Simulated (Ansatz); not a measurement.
`F[SiH](F)Cl` + NH₃ → `N[SiH](F)Cl` + H–F at 400 K and 1 bar (ligand exchange at the Si–F bond).

Isolated molecules relaxed with PBE0-D4/def2-TZVP in Ansatz; ΔE leaves out vibrations. CBS: MP2 limit from def2 TZ/QZ plus the TZ coupled-cluster correction, frozen cores. This one scheme is used for every species. One conformer a species, not always the lowest.

```json
{"species": "`F[SiH](F)Cl`", "CCSD(T)/CBS energy (Eh)": "-949.23245", "H − E (kJ/mol)": "65.7", "S (J/(mol·K))": "320.7"}
{"species": "NH₃", "CCSD(T)/CBS energy (Eh)": "-56.50880", "H − E (kJ/mol)": "104.2", "S (J/(mol·K))": "203.1"}
{"species": "`N[SiH](F)Cl`", "CCSD(T)/CBS energy (Eh)": "-905.31614", "H − E (kJ/mol)": "130.9", "S (J/(mol·K))": "344.1"}
{"species": "H–F", "CCSD(T)/CBS energy (Eh)": "-100.39570", "H − E (kJ/mol)": "36.5", "S (J/(mol·K))": "182.2"}
```

H − E and S are ideal-gas, rigid-rotor, harmonic terms from PBE0-D4/def2-TZVP, for one conformer and one mirror image of each species. 1 Eh = 2625.50 kJ/mol, R = 8.31446 J/(mol·K).

Q: By hand: ΔE, ΔH, ΔS and ΔG.

A: ΔE = (-905.31614) + (-100.39570) − (-949.23245) − (-56.50880) = 0.02941 Eh = 77.2 kJ/mol. Δ(H − E) = 130.9 + 36.5 − 65.7 − 104.2 = -2.5, so ΔH = 74.7 kJ/mol. ΔS = 344.1 + 182.2 − 320.7 − 203.1 = 2.5 J/(mol·K). ΔG = 74.7 − 400 × (2.5)/1000 = 73.7 kJ/mol.

Q: By hand: the equilibrium constant, and the temperature at which ΔG would vanish if ΔH and ΔS stayed fixed.

A: log₁₀ K = −ΔG/(RT ln 10) = -9.6. ΔG = 0 at ΔH/ΔS = 29880 K, far beyond where these terms or the molecules hold.

The number of gas molecules stays the same, so ΔS is small and ΔH decides. A doubt of 5 kJ/mol in ΔE shifts log₁₀ K by 0.7 here. Other conformers and mirror images would add mixing entropy, several J/(mol·K) or more a flexible species. These are equilibria of isolated gas molecules and say nothing of rates. Largest T1 diagnostic: 0.011 (customary marks: 0.02 for closed shells, 0.045 for open ones).
